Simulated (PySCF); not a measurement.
Ru³²⁺ (ruthenium, charge +32): Hartree-Fock from Schrödinger to Dirac-Coulomb-Breit

Occupied: 1s1/2, 2s1/2, 2p1/2, 2p3/2, 3s1/2. Hartree-Fock calculated with PySCF 2.14 in an uncontracted even-tempered set (20 s from 2.4 bohr⁻², ratio 2.3; 15 p from 2.9 bohr⁻², ratio 2.3), Gaussian nucleus throughout. NR is non-relativistic, sf-X2C the spin-free one-electron X2C Hamiltonian, X2C adds the bare one-electron spin-orbit term, X2C-SNSO screens it by Boettger's factors, DC is four-component Dirac-Coulomb, and the Gaunt and Breit terms are added at first order (total energies over the DC spinors, levels after relaxing the spinors in that mean field). QED terms are absent. Levels marked empty are virtual spinors of this ion; the basis has s and p functions only, so 3d, which can lie below the n = 4 levels, is absent.

```csv
Hamiltonian,E (hartree),E − E(DC) (hartree),CPU seconds
NR,-3643.5682,84.2574,0.32
sf-X2C,-3726.3613,1.4642,0.18
X2C,-3726.9598,0.8657,0.23
X2C-SNSO,-3726.9054,0.9202,0.24
DC,-3727.8256,0.0000,11
DC+Gaunt,-3725.1143,2.7112,20
DC+Breit,-3725.3523,2.4733,61
```

```json
{"level (eV)": "1s1/2", "NR": "-23416.7", "sf-X2C": "-24019.2", "X2C": "-24018.2", "X2C-SNSO": "-24018.2", "DC": "-24035.1", "DC+Gaunt": "-23991.0", "DC+Breit": "-23993.8"}
{"level (eV)": "2s1/2", "NR": "-4799.7", "sf-X2C": "-4958.4", "X2C": "-4958.1", "X2C-SNSO": "-4958.2", "DC": "-4960.1", "DC+Gaunt": "-4955.9", "DC+Breit": "-4956.1"}
{"level (eV)": "2p1/2", "NR": "-4573.9", "sf-X2C": "-4622.7", "X2C": "-4721.1", "X2C-SNSO": "-4716.4", "DC": "-4717.1", "DC+Gaunt": "-4709.7", "DC+Breit": "-4710.5"}
{"level (eV)": "2p3/2", "NR": "-4573.9", "sf-X2C": "-4622.7", "X2C": "-4577.3", "X2C-SNSO": "-4579.3", "DC": "-4580.7", "DC+Gaunt": "-4575.4", "DC+Breit": "-4576.2"}
{"level (eV)": "3s1/2", "NR": "-1896.9", "sf-X2C": "-1943.4", "X2C": "-1943.3", "X2C-SNSO": "-1943.3", "DC": "-1943.8", "DC+Gaunt": "-1942.7", "DC+Breit": "-1942.8"}
{"level (eV)": "3p1/2 (empty)", "NR": "-1770.4", "sf-X2C": "-1788.6", "X2C": "-1811.9", "X2C-SNSO": "-1810.8", "DC": "-1811.0", "DC+Gaunt": "-1809.2", "DC+Breit": "-1809.5"}
{"level (eV)": "3p3/2 (empty)", "NR": "-1770.4", "sf-X2C": "-1788.6", "X2C": "-1777.8", "X2C-SNSO": "-1778.3", "DC": "-1778.5", "DC+Gaunt": "-1777.3", "DC+Breit": "-1777.6"}
{"level (eV)": "4s1/2 (empty)", "NR": "-982.91", "sf-X2C": "-1001.5", "X2C": "-1001.5", "X2C-SNSO": "-1001.5", "DC": "-1001.7", "DC+Gaunt": "-1001.3", "DC+Breit": "-1001.3"}
```

| interval (eV) | X2C | X2C-SNSO | DC | DC+Gaunt | DC+Breit |
| --- | --- | --- | --- | --- | --- |
| 2p3/2 − 2p1/2 | 143.8 | 137.1 | 136.4 | 134.3 | 134.3 |
| 3p3/2 − 3p1/2 | 34.13 | 32.53 | 32.41 | 31.89 | 31.89 |

Weight of the small component: 1s1/2 0.0259, 2s1/2 0.00558, 2p1/2 0.00550, 2p3/2 0.00532, 3s1/2 0.00203, 3p1/2 0.00196, 3p3/2 0.00192, 4s1/2 0.00101.

Koopmans' value for the highest occupied level at DC+Breit: 1942.8 eV, against an ionisation energy of 1949 ± 3 eV (semi-empirical (NIST evaluation); NIST Atomic Spectra Database, ionization energies); the former lacks relaxation, correlation, QED and recoil.

The whole ladder took 95 s of wall time on 1 thread of Intel(R) Xeon(R) 6975P-C (shared host), launched as `OMP_NUM_THREADS=1 python relrun2.py TASK.json OUT` (a driver that calls PySCF for each Hamiltonian).
